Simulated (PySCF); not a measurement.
# Stretching NaBr⁺

Set-up: Na def2-SVP, Br def2-SVP; no relativity (PySCF 2.14). Energies in eV from Na⁺ + Br in their ground configurations at the same level. All curves are PBE0. state 1: ²Π (doublet), unpaired electrons π ↑; state 2: ²Σ⁺ (doublet), unpaired electrons σ ↑, a second solution, started from another occupation; state 3: ⁴Σ⁻ (quartet), unpaired electrons σ ↑, π ↑↑, a second solution, started from another occupation.

```
R (Å)  state 1  state 2  state 3
2.554  -0.2424   0.3071   7.6997
2.673  -0.3423   0.1980   7.4278
2.792  -0.3930   0.1278   7.2089
2.881  -0.4093   0.0927   7.0708
2.970  -0.4128   0.0683   6.9508
3.059  -0.4074   0.0517   6.8459
3.178  -0.3910   0.0380   6.7262
3.326  -0.3621   0.0297   6.6045
3.505  -0.3227   0.0268   6.4934
3.742  -0.2705   0.0280   6.3947
```

Task: Put a parabola through the three lowest points of the state 1 curve and estimate Re, k and ωe (reduced mass 17.8 u; 1 eV/Å² = 0.16022 mdyn/Å; ωe = 1302.8·√(k/μ) cm⁻¹).

Result: Through R = 2.881, 2.97, 3.059 Å the second-order coefficient is 0.562 eV/Å², so Re ≈ 2.960 Å, k ≈ 0.180 mdyn/Å and ωe ≈ 131 cm⁻¹. A polynomial fit of higher order to the unrounded PBE0 energies gives Re = 2.955 Å, k = 0.190 mdyn/Å, ωe = 135 cm⁻¹; anharmonicity and rounding make the difference.

The higher-order fit for each curve: state 1: Re = 2.955 Å, ωe = 135 cm⁻¹, De = 0.413 eV; state 2: Re = 3.538 Å, ωe = 36.7 cm⁻¹, minimum 0.027 eV above the ground-state fragments. State 3 gave no clean fit.

Spin–orbit coupling is left out. For an ion De counts to the pair picked by the measured ionisation energies or electron affinities, which need not be the lowest pair at this level. Counting both spins, an empty level lies below a filled one in some of these solutions, because spin and occupation are held. The state is the lowest determinant that a PBE0 search found; another state may lie lower at other levels.
